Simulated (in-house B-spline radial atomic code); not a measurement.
Values are calculated unless marked as measured or tabulated.
## Ru in an electron gas of r_s = 3.6: phase shifts, screening and friction

A nucleus sits in a uniform electron gas with a rigid positive background. The Kohn-Sham equations are solved self-consistently in the spin-unpolarised LDA (PW92), non-relativistic, on B-splines with outgoing waves at the boundary and partial waves to l = 8. The model has no lattice, no bands and no magnetic solution. Atomic units; δ_l are the phase shifts at the Fermi level, counted so that each bound state adds π, and good to about 0.0005. A narrow, partly filled d or f resonance in a thin gas would split by spin, so such rows rest on a solution that is probably unstable.

The density parameter is r_s = 3.6 bohr.

| l | δ_l (rad) |
| --- | --- |
| 0 | 12.6266 |
| 1 | 9.3246 |
| 2 | 5.7335 |
| 3 | -0.0220 |
| 4 | -0.0005 |
| 5 | -0.0002 |
| 6 | -0.0001 |
| 7 | -0.0003 |
| 8 | -0.0002 |

Bound levels below the band bottom (hartree): s -18.99, p -15.77, d -9.823, s -2.261, p -1.302 and deeper ones.

Check the Friedel sum rule, and say where the screening charge sits.

k_F = (9π/4)^(1/3)/r_s = 0.53310. The rule is Z = (2/π) Σ (2l + 1) δ_l. The terms are s 8.038, p 17.809, d 18.250, f -0.098 and -0.010 beyond, in all 43.989 against Z = 44. Bound states hold 8 s, 18 p, 10 d electrons, so the scattering states carry 7.99 in all; where a term is smaller than its bound count, the bound level has drawn weight out of the band.

Find the transport cross section and the electronic stopping of a 1 keV Ru ion (mass 101.07 u).

σ_tr = (4π/k_F²) Σ (l + 1) sin²(δ_l − δ_(l+1)). The terms for l = 0 to 3 are 0.0255, 0.3776, 0.7606, 0.0018, all together 1.1656, so σ_tr = 44.217 × 1.1656 = 51.541 bohr². With n = 3/(4π r_s³) = 0.005117, the friction coefficient is Q = n k_F σ_tr = 0.1406. For v well below v_F = 0.533, dE/dx = Q v; with 24801 eV per u at v = 1, v = √(1000/(24801 × 101.07)) = 0.0200, so dE/dx = 0.00281 hartree/bohr = 1.44 eV/nm. The largest term couples the d and f waves.
